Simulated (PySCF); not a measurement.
**Basis-set dependence of population analyses: `C[Si](C)(Cl)[Si](Cl)(Cl)Cl`**

C2H6Cl4Si2.
Cartesian coordinates in Å at the PBE0-D3(BJ)/def2-SVP level; atoms count from 1:
```xyz
14
C2H6Cl4Si2 angstrom
C     -0.0918   -1.8859   -0.1844
Si    -0.2786   -0.0561   -0.4922
C     -1.6975    0.7312    0.4259
Cl    -0.4980    0.2780   -2.5349
Si     1.6972    1.0086    0.1325
Cl     3.3356    0.1609   -0.7806
Cl     1.9235    0.7852    2.1768
Cl     1.6633    3.0233   -0.2929
H      0.7643   -2.2868   -0.7470
H     -0.9992   -2.4267   -0.4951
H      0.0794   -2.0705    0.8881
H     -1.5482    0.6173    1.5114
H     -1.7589    1.8047    0.1937
H     -2.6523    0.2577    0.1497
```

PBE0 throughout (PySCF), one geometry, spherical d and f functions. Isolated species at its PBE0-D3(BJ)/def2-SVP geometry, gas phase. Atoms taken as equivalent share a column and are averaged.

Mulliken charges (e):

```json
{"basis": "STO-3G", "functions": "70", "C1/C3": "-0.398", "Si2": "+0.700", "Cl4": "-0.334", "Si5": "+0.715", "Cl6/Cl7/Cl8": "-0.287", "H9 (×6)": "+0.096"}
{"basis": "pcSseg-0", "functions": "108", "C1/C3": "-1.162", "Si2": "+1.050", "Cl4": "-0.330", "Si5": "+0.771", "Cl6/Cl7/Cl8": "-0.293", "H9 (×6)": "+0.285"}
{"basis": "6-31G", "functions": "108", "C1/C3": "-0.819", "Si2": "+0.719", "Cl4": "-0.252", "Si5": "+0.388", "Cl6/Cl7/Cl8": "-0.189", "H9 (×6)": "+0.225"}
{"basis": "6-31G*", "functions": "148", "C1/C3": "-0.766", "Si2": "+0.588", "Cl4": "-0.247", "Si5": "+0.435", "Cl6/Cl7/Cl8": "-0.191", "H9 (×6)": "+0.222"}
{"basis": "cc-pVDZ", "functions": "166", "C1/C3": "-0.247", "Si2": "+0.312", "Cl4": "-0.237", "Si5": "+0.476", "Cl6/Cl7/Cl8": "-0.187", "H9 (×6)": "+0.084"}
{"basis": "def2-SVP", "functions": "166", "C1/C3": "-0.323", "Si2": "+0.417", "Cl4": "-0.265", "Si5": "+0.607", "Cl6/Cl7/Cl8": "-0.221", "H9 (×6)": "+0.092"}
{"basis": "pcSseg-1", "functions": "208", "C1/C3": "-0.606", "Si2": "+0.609", "Cl4": "-0.318", "Si5": "+0.751", "Cl6/Cl7/Cl8": "-0.272", "H9 (×6)": "+0.164"}
{"basis": "aug-cc-pVDZ", "functions": "262", "C1/C3": "+0.443", "Si2": "+1.598", "Cl4": "-0.613", "Si5": "+1.106", "Cl6/Cl7/Cl8": "-0.435", "H9 (×6)": "-0.279"}
{"basis": "6-311+G(2d,p)", "functions": "300", "C1/C3": "-0.723", "Si2": "+0.614", "Cl4": "-0.174", "Si5": "+0.357", "Cl6/Cl7/Cl8": "-0.150", "H9 (×6)": "+0.183"}
{"basis": "def2-TZVP", "functions": "320", "C1/C3": "-0.466", "Si2": "+0.327", "Cl4": "-0.242", "Si5": "+0.526", "Cl6/Cl7/Cl8": "-0.200", "H9 (×6)": "+0.154"}
```

IAO charges (e):

| basis | functions | C1/C3 | Si2 | Cl4 | Si5 | Cl6/Cl7/Cl8 | H9 (×6) |
| --- | --- | --- | --- | --- | --- | --- | --- |
| STO-3G | 70 | -0.630 | +0.750 | -0.272 | +0.602 | -0.239 | +0.150 |
| pcSseg-0 | 108 | -0.712 | +0.736 | -0.276 | +0.606 | -0.237 | +0.178 |
| 6-31G | 108 | -0.711 | +0.744 | -0.289 | +0.614 | -0.243 | +0.180 |
| 6-31G* | 148 | -0.715 | +0.829 | -0.317 | +0.757 | -0.284 | +0.169 |
| cc-pVDZ | 166 | -0.712 | +0.833 | -0.317 | +0.767 | -0.286 | +0.167 |
| def2-SVP | 166 | -0.707 | +0.834 | -0.312 | +0.769 | -0.285 | +0.163 |
| pcSseg-1 | 208 | -0.719 | +0.842 | -0.318 | +0.771 | -0.287 | +0.167 |
| aug-cc-pVDZ | 262 | -0.724 | +0.841 | -0.321 | +0.776 | -0.290 | +0.170 |
| 6-311+G(2d,p) | 300 | -0.735 | +0.858 | -0.323 | +0.786 | -0.292 | +0.171 |
| def2-TZVP | 320 | -0.739 | +0.867 | -0.326 | +0.804 | -0.297 | +0.171 |

Some averages cover members that differ in this geometry, most widely: H9 (×6), Mulliken in aug-cc-pVDZ -0.333 to -0.203; Cl6/Cl7/Cl8, Mulliken in 6-311+G(2d,p) -0.183 to -0.132 e.

Q: Which scheme is steadiest as the basis changes?

A: Largest range over the bases for any column: IAO 0.20 e, Mulliken 1.61 e. IAO charges move least and Mulliken charges most, counted in e. Without the minimal STO-3G basis the ranges are IAO 0.20, Mulliken 1.61 e.

Q: How much do the charges still move between the two largest bases, 6-311+G(2d,p) and def2-TZVP?

A: At most, over all atoms: Mulliken 0.287 e, IAO 0.018 e.

Q: What do the same runs give for the total energy, the frontier levels and the dipole moment?

A: 
```
        basis  energy (Eh)  HOMO (eV)  LUMO (eV)  μ (D)
       STO-3G   -2471.3396      -6.60       1.47   4.03
     pcSseg-0   -2495.9109      -8.66      -1.23   3.77
        6-31G   -2498.6182      -8.53      -1.04   4.12
       6-31G*   -2498.7935      -8.20      -0.61   3.29
      cc-pVDZ   -2498.9265      -8.05      -0.46   2.98
     def2-SVP   -2498.0966      -7.99      -0.36   2.73
     pcSseg-1   -2498.8032      -8.32      -0.72   3.05
  aug-cc-pVDZ   -2498.9468      -8.14      -0.69   2.86
6-311+G(2d,p)   -2499.0090      -8.16      -0.76   2.82
    def2-TZVP   -2499.0257      -8.08      -0.61   2.71
```

The dipole is fixed by the density alone, so its range of 1.41 D shows that the density itself changes with the basis, not only its division among atoms.
